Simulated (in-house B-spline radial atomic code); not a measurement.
RPA and G0W0 on LDA exchange-only: Si⁷⁺

Configuration [He] 2s2 2p3, highest spin, mean-field start LDA exchange-only. Computed with an all-electron radial atomic-structure program (B-spline basis): all electrons, non-relativistic, point nucleus, each spin shell either full or empty, empty states to l = 9 with an (l + 1/2)⁻⁴ tail; G0W0 by contour deformation at full frequency.

Command:
```bash
python run_gw.py task.json out
```
Settings (radii: box in bohr, nucleus in fm):
```
Z                        14
electrons                7
configuration            [He] 2s2 2p3
hamiltonian              nr
method                   lda,
lmax                     9
spin_polarised           True
box_radius               8.41
intervals                46
```

Run time, properties included: 1.2 s on 1 thread of Arm Neoverse N1, on a shared host.

Energies (hartree):

| term | value |
| --- | --- |
| mean-field total | -261.08558 |
| Hartree-Fock functional on these orbitals | -262.62660 |
| direct second order | -0.43875 |
| second-order exchange | 0.21637 |
| SOSEX correction | 0.19352 |

(1) What is the RPA correlation energy, and what remains with SOSEX?

Quasi-particle levels (eV):

| level | occupied | mean field | Σx - vxc | Σc | QP weight | G0W0 |
| --- | --- | --- | --- | --- | --- | --- |
| 2p up | yes | -279.23 | -26.56 | ? | ? | ? |
| 2s down | yes | -300.72 | -19.46 | -3.13 | 0.973 | -323.31 |
| 2p down | no | -262.73 | 20.23 | -4.23 | 0.979 | -246.74 |

G0W0 = mean field + (Σx - vxc) + Σc, with Σc (partial-wave tail included) taken at the quasi-particle energy. Levels of low weight are left out.

(2) Where does G0W0 put 2p up?

Results:

(1) RPA gives -0.39303 hartree (-1.53 eV per electron); RPA + SOSEX gives -0.19952, and the second-order doubles -0.22238 hartree (no singles). SOSEX takes back 49 % of the RPA value.

(2) At -303.70 eV, with Σc = 2.10 eV and a quasi-particle weight of 0.966. The tabulated removal energy is 303.59 ± 0.05 eV (NIST, semi-empirical); the calculation leaves out relativity, Breit and QED terms, and what these don't explain is the method's own error.
